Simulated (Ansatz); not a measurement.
`B[NH][GaH2]` + `CCCO` → `BOCCC` + `[NH2][GaH2]`  (ligand exchange at a B–N bond)

Isolated molecules relaxed with PBE0-D4/def2-TZVP in Ansatz; ΔE leaves out vibrations. CCSD(T)/CBS is the MP2 limit (def2-TZVPP, def2-QZVPP) plus CCSD(T) − MP2 in def2-TZVPP, frozen cores. Functionals use def2-TZVPP. B3LYP here is the variant with VWN-RPA as its local correlation; programs differ in this. For Ga outer-core shells are correlated without core-valence functions, which leaves a few kJ/mol of doubt a bond. Scalar relativity is left out up to krypton. One conformer a species, not always the lowest.

`B[NH][GaH2]`:

Z-matrix (Å, degrees):
```
B
N 1 1.399
H 1 1.201 2 118.9
H 1 1.201 2 120.4 3 180.0
Ga 2 1.854 1 125.2 3 -0.0
H 2 1.011 1 117.0 3 -180.0
H 5 1.556 2 116.3 1 0.1
H 5 1.563 2 116.3 1 -179.9
```

`CCCO`:

Cartesian coordinates in Å:
```
C 1.099 0.442 -0.959
C -0.130 -0.298 -0.460
C -0.549 0.153 0.925
O -1.722 -0.482 1.388
H 1.953 0.292 -0.293
H 1.393 0.102 -1.954
H 0.914 1.518 -1.019
H 0.071 -1.377 -0.439
H -0.971 -0.150 -1.144
H 0.282 0.007 1.632
H -0.776 1.223 0.916
H -1.564 -1.429 1.406
```

`BOCCC`:

```xyz
14

B    -0.105   -1.404   -2.244
O    -0.701   -0.465   -1.500
C    -0.534   -0.393   -0.092
C     0.218    0.861    0.292
C     0.342    1.003    1.799
H    -0.297   -1.367   -3.425
H     0.589   -2.240   -1.723
H    -0.007   -1.287    0.264
H    -1.534   -0.387    0.352
H    -0.303    1.725   -0.132
H     1.210    0.833   -0.170
H     0.876    0.155    2.237
H     0.887    1.910    2.065
H    -0.641    1.056    2.275
```

`[NH2][GaH2]`:

Z-matrix (Å, degrees):
```
N
Ga 1 1.813
H 1 1.006 2 124.1
H 1 1.006 2 124.0 3 -180.0
H 2 1.561 1 116.7 3 -180.0
H 2 1.561 1 116.7 3 0.0
```

| level | ΔE (kcal/mol) | difference from CCSD(T)/CBS |
| --- | --- | --- |
| PBE-D4 | -4.5 | 0.2 |
| r2SCAN-D4 | -5.0 | -0.3 |
| PBE0-D4 | -3.8 | 0.9 |
| B3LYP-D4 | -4.9 | -0.2 |
| ωB97X-V | -4.7 | 0.0 |
| ωB97M-V | -4.5 | 0.2 |
| B2PLYP | -4.9 | -0.2 |
| PBE | -4.5 | 0.2 |
| r2SCAN | -4.9 | -0.2 |
| PBE0 | -3.8 | 0.9 |
| B3LYP | -5.0 | -0.3 |
| HF/def2-TZVPP | -4.3 | 0.4 |
| MP2/def2-TZVPP | -4.0 | 0.7 |
| SCS-MP2/def2-TZVPP | -4.1 | 0.6 |
| CCSD/def2-TZVPP | -4.0 | 0.7 |
| CCSD(T)/def2-TZVPP | -4.1 | 0.6 |
| HF/def2-QZVPP | -4.5 | 0.2 |
| MP2/def2-QZVPP | -4.4 | 0.3 |
| SCS-MP2/def2-QZVPP | -4.5 | 0.2 |
| HF/CBS(def2) | -4.6 | 0.1 |
| MP2/CBS(def2) | -4.5 | 0.2 |
| CCSD/CBS(def2) | -4.6 | 0.1 |
| CCSD(T)/CBS | -4.7 | 0 |

Largest T1 diagnostic among the species: 0.014.
